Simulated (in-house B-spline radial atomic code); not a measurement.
Ge3+ is squeezed into an impenetrable sphere of radius R (the orbitals vanish at R). No spin polarisation. Computed with a radial B-spline atomic code at the basis-set limit: non-relativistic Hartree-Fock, average of configuration, point nucleus.

Energies in eV above the free ion in [Ar] 3d10 4s1:

| R (bohr) | highest level (eV) | [Ar] 3d10 4s1 | [Ne] 3s2 3p5 3d10 4s1 4d1 | [Ar] 3d9 4s1 4f1 | -dE/dV in [Ar] 3d10 4s1 (GPa) |
| --- | --- | --- | --- | --- | --- |
| 9.13 | -44.1 | 0 | 146.4 | 59.84 | 1.03e-06 |
| 6.42 | -44.1 | 0.0009913 | 146.6 | 61.01 | 0.00583 |
| 5.13 | -44 | 0.03264 | 147.4 | 63.65 | 0.276 |
| 3.99 | -43.6 | 0.5321 | 150.9 | 70.51 | 6.65 |
| 3.84 | -43.3 | 0.7508 | 152 | 72.16 | 9.99 |
| 2.83 | -37.4 | 7.128 | 171.9 | 96.27 | 172 |
| 2.64 | -34.1 | 10.97 | 181.2 | 106.2 | 311 |
| 2.05 | -7.47 | 46.58 | 250.3 | 171.9 | 2540 |
| 1.96 | 1.03 | 59.42 | 272 | 191.6 | 3660 |
| 1.55 | 80.2 | 203.4 | 483.9 | 380.5 | 24000 |

Q: Does [Ne] 3s2 3p5 3d10 4s1 4d1 fall below [Ar] 3d10 4s1 under compression?

A: No, it stays above over the whole range.

Q: Does [Ar] 3d9 4s1 4f1 fall below [Ar] 3d10 4s1 under compression?

A: No, it stays above over the whole range.

The highest level is first positive in the row R = 1.96 bohr, pushed up by confinement above the zero of the free ion's potential. Each configuration is held fixed and needn't be the lowest in the sphere.
